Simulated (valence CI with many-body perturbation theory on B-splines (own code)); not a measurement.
# Forbidden lines of Os⁶⁹⁺

Method: valence CI with perturbative core correlation (CI+MBPT): five valence electrons over a frozen Dirac-Fock core [He], a basis of 11 s, 11 p, 10 d, 8 f, 5 g, 2 h functions for each j, with the one-electron correlation potential Σ1 (screened to all orders), the two-electron term Σ2, the three-electron term Σ3, Breit, model QED; selected single and double excitations, second order for the rest, scaled by the run's own slope (own B-spline code, finite nucleus).

No measured spectrum was set against this ion. As an estimate, large intervals hold to a few tenths of a per cent, small ones and those within an open d or f shell to about a per cent. Among the levels kept, up to 7600 cm⁻¹ of a level comes from second order outside the variational space, and about a tenth of that is noise between levels of different J, which matters for small intervals.

Lines 1 to 50 of 114 in falling wavelength, among levels below 1022.7 Ry, chosen from the decays that carry over 1 % of a level's rate. Wavelengths and rates use the calculated energies. Electric multipoles are in the length gauge, E1 and E2 with the static RPA response of the core. S is in atomic units (e²a₀⁴ for E2 and M2, e²a₀⁶ for E3), for M1 in squared Bohr magnetons. Weak lines are less certain than strong ones. Lines between different terms over intervals too small for the method are left out, as are lines whose strength nearly cancels.

Levels are named by their leading jj configuration (3d3/2^4 stands for four electrons in 3d with j = 3/2), which in mixed levels can hold well under half, so a name can repeat and another be missing. Letters in brackets count levels of one name in rising energy.

```csv
λ vac (nm),Upper,Lower,Type,A (s⁻¹),S (a.u.)
0.7885,(2s^2 2p1/2 2p3/2^2) J=3/2,(2s^2 2p1/2^2 2p3/2) J=3/2,M1,3.59e+10,2.61e+00
0.7866,(2s^2 2p3/2^3) J=3/2,(2s^2 2p1/2 2p3/2^2) J=1/2,M1,8.92e+09,6.44e-01
0.7807,(2s^2 2p1/2 2p3/2 3p1/2) J=1/2,(2s^2 2p1/2^2 3p1/2) J=1/2,M1,2.45e+10,8.66e-01
0.7801,(2s^2 2p3/2^2 3d5/2) J=9/2,(2s^2 2p1/2 2p3/2 3d5/2) J=7/2 [b],M1,8.76e+09,1.54e+00
0.7770,(2s^2 2p1/2 2p3/2^2) J=5/2,(2s^2 2p1/2^2 2p3/2) J=3/2,M1,5.96e+09,6.21e-01
0.7770,(2s^2 2p1/2 2p3/2^2) J=5/2,(2s^2 2p1/2^2 2p3/2) J=3/2,E2,2.47e+08,3.75e-05
0.7672,(2s^2 2p3/2^2 3d5/2) J=9/2,(2s^2 2p1/2 2p3/2 3d5/2) J=9/2,M1,1.54e+10,2.57e+00
0.7600,(2s^2 2p3/2^3) J=3/2,(2s^2 2p1/2 2p3/2^2) J=5/2,M1,9.83e+09,6.40e-01
0.7577,(2s^2 2p3/2^2 3d5/2) J=9/2,(2s^2 2p1/2 2p3/2 3d5/2) J=7/2 [a],M1,1.33e+10,2.14e+00
0.7510,(2s^2 2p1/2 2p3/2^2) J=1/2,(2s^2 2p1/2^2 2p3/2) J=3/2,M1,1.97e+10,6.19e-01
0.7510,(2s^2 2p1/2 2p3/2^2) J=1/2,(2s^2 2p1/2^2 2p3/2) J=3/2,E2,2.10e+08,8.97e-06
0.7494,(2s^2 2p3/2^3) J=3/2,(2s^2 2p1/2 2p3/2^2) J=3/2,M1,3.91e+10,2.44e+00
0.1327,(2s^2 2p1/2 2p3/2 3p1/2) J=1/2,(2s^2 2p1/2 2p3/2^2) J=1/2,M1,2.34e+10,4.05e-03
0.1326,(2s^2 2p1/2 2p3/2 3p1/2) J=3/2 [a],(2s^2 2p1/2 2p3/2^2) J=1/2,E2,3.22e+11,4.72e-06
0.1324,(2s^2 2p1/2 2p3/2 3p1/2) J=5/2,(2s^2 2p1/2 2p3/2^2) J=1/2,E2,6.26e+11,1.37e-05
0.1319,(2s^2 2p1/2 2p3/2 3p1/2) J=1/2,(2s^2 2p1/2 2p3/2^2) J=5/2,E2,6.71e+11,4.79e-06
0.1319,(2s^2 2p1/2 2p3/2 3p1/2) J=3/2 [a],(2s^2 2p1/2 2p3/2^2) J=5/2,M1,4.27e+10,1.45e-02
0.1318,(2s^2 2p1/2^2 3p1/2) J=1/2,(2s^2 2p1/2^2 2p3/2) J=3/2,E2,3.25e+12,2.31e-05
0.1318,(2s^2 2p1/2^2 3p1/2) J=1/2,(2s^2 2p1/2^2 2p3/2) J=3/2,M1,7.13e+10,1.21e-02
0.1318,(2s^2 2p1/2 2p3/2 3p1/2) J=3/2 [b],(2s^2 2p1/2 2p3/2^2) J=1/2,E2,2.98e+11,4.24e-06
0.1317,(2s^2 2p1/2 2p3/2 3p1/2) J=5/2,(2s^2 2p1/2 2p3/2^2) J=5/2,E2,1.84e+12,3.90e-05
0.1317,(2s^2 2p1/2 2p3/2 3p1/2) J=5/2,(2s^2 2p1/2 2p3/2^2) J=5/2,M1,3.42e+10,1.74e-02
0.1316,(2s^2 2p1/2 2p3/2 3p1/2) J=1/2,(2s^2 2p1/2 2p3/2^2) J=3/2,E2,1.01e+12,7.10e-06
0.1316,(2s^2 2p1/2 2p3/2 3p1/2) J=1/2,(2s^2 2p1/2 2p3/2^2) J=3/2,M1,6.11e+10,1.03e-02
0.1316,(2s^2 2p3/2^2 3p1/2) J=3/2,(2s^2 2p3/2^3) J=3/2,E2,6.58e+11,9.27e-06
0.1316,(2s^2 2p3/2^2 3p1/2) J=3/2,(2s^2 2p3/2^3) J=3/2,M1,7.15e+10,2.42e-02
0.1315,(2s^2 2p3/2^2 3p1/2) J=5/2,(2s^2 2p3/2^3) J=3/2,E2,2.26e+12,4.76e-05
0.1315,(2s^2 2p1/2 2p3/2 3p1/2) J=3/2 [a],(2s^2 2p1/2 2p3/2^2) J=3/2,E2,1.97e+12,2.77e-05
0.1314,(2s^2 2p1/2 2p3/2 3p1/2) J=5/2,(2s^2 2p1/2 2p3/2^2) J=3/2,E2,4.59e+11,9.62e-06
0.1311,(2s^2 2p1/2 2p3/2 3p1/2) J=3/2 [b],(2s^2 2p1/2 2p3/2^2) J=5/2,E2,1.81e+12,2.50e-05
0.1307,(2s^2 2p1/2 2p3/2 3p1/2) J=3/2 [b],(2s^2 2p1/2 2p3/2^2) J=3/2,E2,1.38e+11,1.89e-06
0.1307,(2s^2 2p3/2^2 3p1/2) J=1/2,(2s^2 2p3/2^3) J=3/2,E2,1.72e+12,1.17e-05
0.1273,(2s^2 2p3/2^2 3d5/2) J=9/2,(2s 2p1/2 2p3/2^3) J=5/2,E2,1.57e+10,4.68e-07
0.1264,(2s 2p1/2 2p3/2^2 3p3/2) J=7/2 [a],(2s 2p1/2 2p3/2^3) J=3/2 [a],E2,4.78e+11,1.10e-05
0.1263,(2s 2p1/2 2p3/2^2 3p3/2) J=9/2,(2s 2p1/2 2p3/2^3) J=5/2,E2,5.76e+11,1.66e-05
0.1262,(2s^2 2p1/2 2p3/2 3p3/2) J=3/2 [a],(2s^2 2p1/2 2p3/2^2) J=1/2,E2,6.50e+10,7.44e-07
0.1259,(2s^2 2p1/2 2p3/2 3p3/2) J=3/2 [b],(2s^2 2p1/2 2p3/2^2) J=1/2,E2,5.91e+11,6.67e-06
0.1259,(2s 2p1/2^2 2p3/2 3p3/2) J=7/2,(2s 2p1/2^2 2p3/2^2) J=5/2,E2,1.09e+12,2.46e-05
0.1258,(2s^2 2p1/2 2p3/2 3p3/2) J=5/2 [b],(2s^2 2p1/2 2p3/2^2) J=1/2,E2,6.48e+11,1.09e-05
0.1257,(2s 2p1/2^2 2p3/2 3p3/2) J=1/2 [b],(2s 2p1/2^2 2p3/2^2) J=3/2,E2,1.95e+12,1.09e-05
0.1256,(2s^2 2p1/2 2p3/2 3p3/2) J=5/2 [a],(2s^2 2p1/2 2p3/2^2) J=5/2,E2,2.56e+11,4.29e-06
0.1256,(2s^2 2p3/2^2 3p3/2) J=7/2,(2s^2 2p3/2^3) J=3/2,E2,6.27e+11,1.40e-05
0.1256,(2s^2 2p3/2^2 3p3/2) J=5/2,(2s^2 2p3/2^3) J=3/2,E2,6.81e+11,1.14e-05
0.1256,(2s^2 2p1/2 2p3/2 3p3/2) J=1/2 [a],(2s^2 2p1/2 2p3/2^2) J=5/2,E2,2.54e+11,1.42e-06
0.1256,(2s^2 2p3/2^2 3p3/2) J=1/2,(2s^2 2p3/2^3) J=3/2,E2,5.86e+11,3.27e-06
0.1255,(2s^2 2p1/2 2p3/2 3p3/2) J=3/2 [a],(2s^2 2p1/2 2p3/2^2) J=5/2,E2,7.91e+11,8.80e-06
0.1254,(2s^2 2p1/2 2p3/2 3p3/2) J=7/2,(2s^2 2p1/2 2p3/2^2) J=5/2,E2,1.15e+12,2.55e-05
0.1254,(2s^2 2p1/2^2 3p3/2) J=3/2,(2s^2 2p1/2^2 2p3/2) J=3/2,E2,1.62e+12,1.80e-05
0.1254,(2s^2 2p1/2 2p3/2 3p3/2) J=5/2 [a],(2s^2 2p1/2 2p3/2^2) J=3/2,E2,9.98e+11,1.65e-05
0.1253,(2s^2 2p1/2 2p3/2 3p3/2) J=1/2 [a],(2s^2 2p1/2 2p3/2^2) J=3/2,E2,1.09e+12,6.01e-06
```
